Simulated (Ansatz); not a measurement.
# Relaxing a trial structure of C3H10OSi2

The starting geometry of this gas-phase singlet was optimised with GFN2-xTB; its bonds are those of `[SiH3][C@@H]1CO[C@@H]1[SiH3]`.

| atom | x (Å) | y (Å) | z (Å) |
| --- | --- | --- | --- |
| C | -0.1469 | -0.5857 | -2.5833 |
| C | -1.1610 | -1.5217 | -1.9185 |
| C | 0.6293 | -0.7391 | -1.2596 |
| O | -0.3195 | -1.7317 | -0.7921 |
| Si | -0.7582 | 1.0959 | -3.2121 |
| Si | 0.6767 | 0.6523 | 0.0402 |
| H | -1.6054 | 1.7505 | -2.2158 |
| H | 0.4028 | 1.9287 | -3.5279 |
| H | -1.5431 | 0.8435 | -4.4246 |
| H | 0.3778 | -1.1001 | -3.3935 |
| H | -2.1064 | -1.0488 | -1.6266 |
| H | -1.3814 | -2.4573 | -2.4425 |
| H | 1.6154 | -1.2018 | -1.3907 |
| H | 1.4722 | 1.7634 | -0.4904 |
| H | 1.2896 | 0.0947 | 1.2441 |
| H | -0.6916 | 1.0785 | 0.3262 |

Where would you expect an optimisation with r2SCAN-D4/def2-SVP to take it?

It keeps its bonds, and is `[SiH3][C@@H]1CO[C@@H]1[SiH3]`.

The energy falls by 0.10 eV over 12 steps:

```tsv
step	E − E(last) (eV)
1	0.102
2	0.015
3	0.007
5	0.004
6	0.003
7	0.001
8	0.000
10	0.000
11	0.000
12	0.000
```

Final geometry (Å):

```xyz
16

C    -0.1546   -0.5863   -2.5935
C    -1.1575   -1.5237   -1.8871
C     0.6518   -0.7474   -1.2722
O    -0.2177   -1.8371   -0.8460
Si   -0.7110    1.0874   -3.2745
Si    0.6116    0.6114    0.0695
H    -1.4030    1.8871   -2.2196
H     0.4660    1.8583   -3.7768
H    -1.6600    0.8601   -4.4068
H     0.3611   -1.1295   -3.4051
H    -2.0563   -1.0143   -1.4831
H    -1.4810   -2.4194   -2.4451
H     1.6906   -1.0995   -1.4224
H     1.3308    1.8432   -0.3869
H     1.2823    0.0742    1.2888
H    -0.8029    0.9567    0.3937
```

No frequencies were run, so the end isn't proven a minimum. Run with Ansatz 0.2.0, 56 s on 2 threads of Arm Neoverse V2 (shared host).
